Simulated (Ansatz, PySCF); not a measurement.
Potential energy curve for LiNa, singlet.

Computed with: RCCSD = Ansatz (a first-principles code) with CCSD on RHF/aug-cc-pVQZ, frozen core; UHF/6-31G* = unrestricted Hartree-Fock/6-31G*, spherical d in PySCF; RKS-PBE = restricted PBE/aug-cc-pVQZ (Ansatz).

Total energies in hartree (comparable only within one method and basis):

```tsv
R / Å	RCCSD	UHF/6-31G*	RKS-PBE
2.34	-169.31069	-169.26057	-169.64888
2.52	-169.31760	-169.26776	-169.65511
2.61	-169.31986	-169.27036	-169.65705
2.76	-169.32218	-169.27369	-169.65895
2.79	-169.32246	-169.27418	-169.65916
2.93	-169.32309	-169.27591	-169.65951
3.02	-169.32300	-169.27659	-169.65928
3.08	-169.32275	-169.27690	-169.65896
3.29	-169.32103	-169.27731	-169.65703
3.34	-169.32046	-169.27729	-169.65642
3.64	-169.31631	-169.27671	-169.65204
3.91	-169.31208	-169.27589	-169.64759
4.39	-169.30498	-169.27456	-169.63969
4.84	-169.29981	-169.27373	-169.63305
5.36	-169.29591	-169.27319	-169.62675
5.83	-169.29388	-169.27294	-169.62233
6.36	-169.29266	-169.27281	-169.61859
7.20	-169.29184	-169.27272	-169.61478
8.00	-169.29157	-169.27269	-169.61279
8.83	-169.29146	-169.27267	-169.61171
```

With two correlated electrons CCSD is exact in the basis where it finds the lowest root (RCCSD). The unrestricted determinant behind UHF/6-31G* is spin-contaminated at 2.34 to 8.83 Å (<S²> up to 1.0, against 0.00 for a pure singlet). The restricted form behind RKS-PBE keeps the bonding electrons paired and can't separate into open-shell fragments.
